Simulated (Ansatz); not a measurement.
Consider the formal exchange of groups at a C–Si bond: `C[SiH](N)[SiH2]N` + `BN(C)[SiH2]Cl` → `BN(CC)[SiH2]Cl` + `N[SiH2][SiH2]N`.

Calculated with Ansatz (gas phase, PBE0-D4/def2-TZVP geometries, no zero-point term in ΔE). CCSD(T)/CBS is the MP2 limit (def2-TZVPP, def2-QZVPP) plus CCSD(T) − MP2 in def2-TZVPP, frozen cores. DFT in def2-TZVPP. B3LYP here is the variant with VWN-RPA as its local correlation; programs differ in this. One conformer a species, not always the lowest.

`C[SiH](N)[SiH2]N`:

Z-matrix (Å, degrees):
```
C
Si 1 1.871
H 1 1.092 2 111.1
H 1 1.093 2 110.5 3 120.3
H 1 1.094 2 110.9 3 -120.4
N 2 1.733 1 108.9 3 59.2
Si 2 2.353 1 113.4 3 -55.3
H 2 1.500 1 106.8 3 -176.6
H 6 1.009 2 117.5 1 -162.7
H 6 1.009 2 119.8 1 58.5
N 7 1.732 2 105.0 1 111.1
H 7 1.500 2 110.3 1 -13.7
H 7 1.490 2 113.3 1 -131.7
H 11 1.009 7 117.5 2 -43.2
H 11 1.008 7 120.1 2 177.2
```

`BN(C)[SiH2]Cl`:

Z-matrix (Å, degrees):
```
C
N 1 1.461
H 1 1.093 2 110.9
H 1 1.090 2 109.5 3 -119.9
H 1 1.094 2 111.0 3 120.1
Si 2 1.736 1 117.0 3 -63.6
B 2 1.399 1 122.0 3 116.2
Cl 6 2.058 2 109.9 1 63.6
H 6 1.473 2 109.7 1 -176.8
H 6 1.481 2 109.5 1 -52.3
H 7 1.198 2 119.3 1 1.4
H 7 1.197 2 119.1 1 -178.9
```

`BN(CC)[SiH2]Cl`:

```xyz
15

B     1.148   -0.675    1.337
N     0.552   -0.232    0.151
C    -0.167    1.047    0.092
C    -1.646    0.891    0.387
Si    0.662   -1.160   -1.310
Cl    1.892   -0.210   -2.660
H     1.075    0.010    2.318
H     1.720   -1.726    1.349
H    -0.023    1.497   -0.896
H     0.291    1.726    0.814
H    -1.794    0.486    1.390
H    -2.123    0.215   -0.326
H    -2.152    1.857    0.328
H    -0.662   -1.240   -1.967
H     1.227   -2.488   -1.008
```

`N[SiH2][SiH2]N`:

```xyz
12

N    -1.722    0.688    0.098
Si   -1.025   -0.746   -0.570
Si    1.258   -0.592   -0.029
N     1.431    0.988    0.653
H    -1.432    0.962    1.025
H    -2.699    0.893   -0.047
H    -1.598   -2.040   -0.080
H    -1.265   -0.726   -2.040
H     2.106   -0.881   -1.228
H     1.667   -1.582    1.006
H     0.960    1.751    0.191
H     2.320    1.286    1.023
```

(1) Is it downhill or uphill in electronic energy at CCSD(T)/CBS, and by how much? (Estimate.)

(2) What do these levels give: PBE0-D4, ωB97M-V, PBE0, B3LYP, SCS-MP2/def2-TZVPP, SCS-MP2/def2-QZVPP? (Best estimate.)

Largest T1 diagnostic among the species: 0.011.

## Answers

(1) Computed: Uphill: ΔE = +37.3 kJ/mol.

(2) Ansatz gave: PBE0-D4 38.8, ωB97M-V 39.0, PBE0 39.1, B3LYP 38.7, SCS-MP2/def2-TZVPP 35.0, SCS-MP2/def2-QZVPP 36.0 kJ/mol.
